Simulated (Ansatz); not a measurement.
Input and output for `FC1(F)C(F)(F)C1(F)F`.

```yaml
crystal:
  periodic: [false, false, false]
  atoms:
    - {symbol: F, position_ang: [1.954790, -0.172252, 0.085125]}
    - {symbol: C, position_ang: [0.724677, -0.356156, -0.370232]}
    - {symbol: F, position_ang: [0.696158, -1.130091, -1.444734]}
    - {symbol: C, position_ang: [-0.275084, 0.783234, -0.261067]}
    - {symbol: F, position_ang: [-1.143851, 0.966972, -1.243834]}
    - {symbol: F, position_ang: [0.114795, 1.924712, 0.286088]}
    - {symbol: C, position_ang: [-0.420098, -0.442509, 0.625601]}
    - {symbol: F, position_ang: [-1.410722, -1.289011, 0.388002]}
    - {symbol: F, position_ang: [-0.152164, -0.331199, 1.917951]}
basis:
  gaussian: {orbitals: cc-pVDZ, final_grid: {core_spheres: 20, valence_spheres: 16, degree: 47}, nuclear_model: gaussian}
magnetization: {spin_polarized: true, initial_magnetization: 2}
hamiltonian: {xc: {name: PBEsol}, pseudopotentials: {relativity: none}}
scf: {lower_state_search: light}
output: {forces: true}
```

```sh
$ ansatz run in.yaml --threads 4 --pin off --events-out ev --progress --plain --max-ram 11315MiB
```

It prints (some lines left out):

```
Functional definition: PBEsol
1356 factors; their error is unknown
mean field evaluation 1: about -19323.8558 eV, gradient 2.4e1 eV
mean field evaluation 2: about -19321.9424 eV, gradient 3.2e1 eV
mean field evaluation 4: about -19325.5692 eV, gradient 9.1e0 eV
mean field evaluation 8: about -19325.7600 eV, gradient 6.3e0 eV
mean field evaluation 16: about -19325.8732 eV, gradient 8.3e-3 eV
mean field evaluation 32: about -19325.8733 eV, gradient 5.4e-6 eV
mean field -19325.87328010 eV, -710.2127434964 hartree, gradient 7.5e-8 eV, S^2 2.001264; 9 other end points of the search recorded, 0 dependent functions left out
reference -19325.87329602 eV, -710.2127440815 hartree; 37, 35 occupied and 89, 91 virtual orbitals, 1356 factors
Total energy: -19325.87329602 eV, -710.2127440815 hartree
Atom 0 at     1.954790    -0.172252     0.085125 Å, force     2.932494    -0.946325     0.210030 eV/Å
Atom 1 at     0.724677    -0.356156    -0.370232 Å, force    -3.184975     4.605822    -0.263245 eV/Å
Atom 2 at     0.696158    -1.130091    -1.444734 Å, force     1.317950    -2.175053    -1.752738 eV/Å
Atom 3 at    -0.275084     0.783234    -0.261067 Å, force     2.482657    -6.873577     2.260769 eV/Å
Atom 4 at    -1.143851     0.966972    -1.243834 Å, force    -1.760231     1.298101    -1.911367 eV/Å
Atom 5 at     0.114795     1.924712     0.286088 Å, force     0.265364     2.839782     0.550883 eV/Å
Atom 6 at    -0.420098    -0.442509     0.625601 Å, force    -0.225132     4.831352    -2.839396 eV/Å
Atom 7 at    -1.410722    -1.289011     0.388002 Å, force    -1.721448    -2.404430     0.891235 eV/Å
Atom 8 at    -0.152164    -0.331199     1.917951 Å, force    -0.106679    -1.175673     2.853828 eV/Å
Dipole moment:     0.058789    -0.162540     0.053384 e Å
```

Run time 26 s (4 threads of an Intel Xeon Platinum 8375C on a shared host); peak host memory 0.39 GiB.
